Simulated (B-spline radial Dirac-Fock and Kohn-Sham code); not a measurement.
Electron momentum distribution of Ar¹⁰⁺: Compton profiles

System: the Ar¹⁰⁺ ion, configuration [He] 2s2 2p4.

Method: the impulse approximation on Dirac-Fock orbitals of the configuration average with a finite nucleus. Computed with an atomic code on a B-spline grid. pz is in atomic units of momentum; subshell profiles are per electron, for a selection of subshells; open shells are spread over both j values by their weights.

| pz | J total | J 2s1/2 | J 2p1/2 | J 2p3/2 |
| --- | --- | --- | --- | --- |
| 1.2 | 0.7779 | 0.152 | 0.0942 | 0.0946 |
| 1.4 | 0.7549 | 0.142 | 0.0936 | 0.0940 |
| 1.6 | 0.7295 | 0.131 | 0.0928 | 0.0932 |
| 1.8 | 0.7021 | 0.120 | 0.0916 | 0.0920 |
| 2 | 0.6731 | 0.109 | 0.0902 | 0.0906 |
| 2.5 | 0.5967 | 0.0822 | 0.0851 | 0.0854 |
| 3 | 0.5195 | 0.0587 | 0.0782 | 0.0784 |
| 4 | 0.3797 | 0.0263 | 0.0611 | 0.0610 |
| 5 | 0.2726 | 0.0109 | 0.0437 | 0.0436 |
| 7 | 0.1465 | 0.00401 | 0.0193 | 0.0191 |
| 10 | 0.06881 | 0.00363 | 0.00514 | 0.00504 |
| 15 | 0.02469 | 0.00171 | 0.000669 | 0.000647 |
| 20 | 0.009836 | 0.000642 | 0.000120 | 0.000114 |
| 30 | 0.001944 | 0.000107 | 8.11e-06 | 7.44e-06 |
| 40 | 0.0005044 | 2.51e-05 | 1.07e-06 | < 1e-6 |
| 60 | 6.276e-05 | 2.85e-06 | < 1e-6 | < 1e-6 |

Question: What is the peak value J(0), and which subshell contributes most to it?

Answer: J(0) = 0.8468. The 2s1/2 subshell gives the largest part, 44 %.

Mean momentum ⟨p⟩ by subshell (a.u.): 1s1/2 15.0, 2s1/2 4.92, 2p1/2 6.61, 2p3/2 6.58.
